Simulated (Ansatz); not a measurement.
`[CH3][GeH]([Cl])[Cl]` → `[CH3][Ge][Cl]` + HCl at 600 K and 1 bar (germylene formation by 1,1-elimination).

Computed with Ansatz on PBE0-D4/def2-TZVP structures; ΔE is electronic, products minus reactants. CBS: MP2 limit from def2 TZ/QZ plus the TZ coupled-cluster correction, frozen cores. This one scheme is used for every species. For Ge outer-core shells are correlated without core-valence functions, which leaves a few kJ/mol of doubt a bond. Scalar relativity is left out up to krypton.

```json
{"species": "`[CH3][GeH]([Cl])[Cl]`", "CCSD(T)/CBS energy (Eh)": "-3036.22487", "H − E (kJ/mol)": "178.4", "S (J/(mol·K))": "423.4"}
{"species": "`[CH3][Ge][Cl]`", "CCSD(T)/CBS energy (Eh)": "-2575.77362", "H − E (kJ/mol)": "135.1", "S (J/(mol·K))": "365.9"}
{"species": "HCl", "CCSD(T)/CBS energy (Eh)": "-460.38127", "H − E (kJ/mol)": "35.4", "S (J/(mol·K))": "207.2"}
```

H − E and S are ideal-gas, rigid-rotor, harmonic terms from PBE0-D4/def2-TZVP. 1 Eh = 2625.50 kJ/mol, R = 8.31446 J/(mol·K).

**Question.** By hand: ΔE, ΔH, ΔS and ΔG.

**Answer.** ΔE = (-2575.77362) + (-460.38127) − (-3036.22487) = 0.06998 Eh = 183.7 kJ/mol. Δ(H − E) = 135.1 + 35.4 − 178.4 = -7.9, so ΔH = 175.8 kJ/mol. ΔS = 365.9 + 207.2 − 423.4 = 149.7 J/(mol·K). ΔG = 175.8 − 600 × (149.7)/1000 = 86.0 kJ/mol.

**Question.** By hand: the equilibrium constant, and the temperature at which ΔG would vanish if ΔH and ΔS stayed fixed.

**Answer.** log₁₀ K = −ΔG/(RT ln 10) = -7.5. ΔG = 0 at ΔH/ΔS = 1174 K.

The number of gas molecules changes by +1, which sets the sign of ΔS. A doubt of 5 kJ/mol in ΔE shifts log₁₀ K by 0.4 here. These are equilibria of isolated gas molecules and say nothing of rates. Largest T1 diagnostic: 0.012 (customary marks: 0.02 for closed shells, 0.045 for open ones).
